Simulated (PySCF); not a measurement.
Al(H)(OH)(nPr) (C3H9AlO), SMILES [AlH]([CH2]CC)[OH].

Geometry optimised at B3LYP-D3(BJ)/def2-SVP. The structure was generated by enumeration; whether it is a known compound was not checked. Other conformers were not sampled.

Two levels are set side by side: PBE/def2-TZVP (PySCF) and PBE0/def2-TZVP (PySCF). Same geometry, gas phase. Differences are taken from unrounded values.

```tsv
quantity	PBE
orbital gap (eV)	5.02
highest occupied level (eV)	-6.30
lowest empty level (eV)	-1.28
dipole moment (D)	0.51
mean polarisability (bohr³)	69.9
```

These are the PBE values. What does PBE0 give? (Estimate from the structure and the level; the computed values follow.)


```csv
quantity,PBE0,PBE minus PBE0
orbital gap (eV),7.03,-2.01
highest occupied level (eV),-7.55,1.25
lowest empty level (eV),-0.52,-0.76
dipole moment (D),0.60,-0.08
mean polarisability (bohr³),66.7,3.2
```

PBE's occupied levels lie high since its potential decays too fast outside the molecule; exact exchange lowers them and widens the gap. PBE's more diffuse valence density responds more strongly to a field. Differences between two approximate levels are no errors against the true value.

Rough cost on one machine, each run with all the roots and properties that it gave: PBE0 against PBE within a factor of 2.
